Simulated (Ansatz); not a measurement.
Gas-phase electronic energies from Ansatz, PBE0-D4/def2-TZVP geometries. CCSD(T)/CBS adds triple-zeta CCSD(T) − MP2 to the extrapolated MP2 energy (def2 sets, frozen cores). This one scheme is used for every species. DFT in def2-TZVPP. One conformer a species, not always the lowest.

Reaction (formal hydrolysis of a C–C bond): `CC(F)(F)C(F)CF` + H₂O → `CC(O)(F)F` + `FCCF`

CCSD(T)/CBS gives -3.1 kJ/mol.

Q: Another level gave -21.8 kJ/mol. Which?
A. B2PLYP/def2-TZVPP
B. CAM-B3LYP/def2-TZVPP
C. BLYP/def2-TZVPP
D. revPBE-D4/def2-TZVPP

A: B. CAM-B3LYP -21.8, BLYP -26.4, B2PLYP -17.5, revPBE-D4 -12.0 kJ/mol.

Q: What do rigid-rotor, harmonic-oscillator terms from PBE0-D4/def2-TZVP frequencies (298.15 K, 1 bar) make of the CCSD(T)/CBS value? (Best estimate.)

A: The calculation gave: ΔZPE = +6.7 kJ/mol, ΔH = -0.7 kJ/mol, ΔS = 15 J/(mol·K), ΔG = -5.3 kJ/mol.

Largest T1 diagnostic among the species: 0.011.

In def2-TZVPP, CCSD(T) changes the Hartree–Fock value by +24.2 kJ/mol (the triples alone add +2.3 kJ/mol) and MP2 by +26.4 kJ/mol. At CCSD(T), def2-SVP lies −20.6 kJ/mol from the extrapolated value and def2-TZVPP −4.6 kJ/mol. Leaving LDA and LC-ωPBE aside and taking each functional with its dispersion term where it has one, the values, not all of them listed here, spread over 6.1 kJ/mol, from B2PLYP to ωB97M-V. LDA lies +7.2 kJ/mol from PBE without D4.
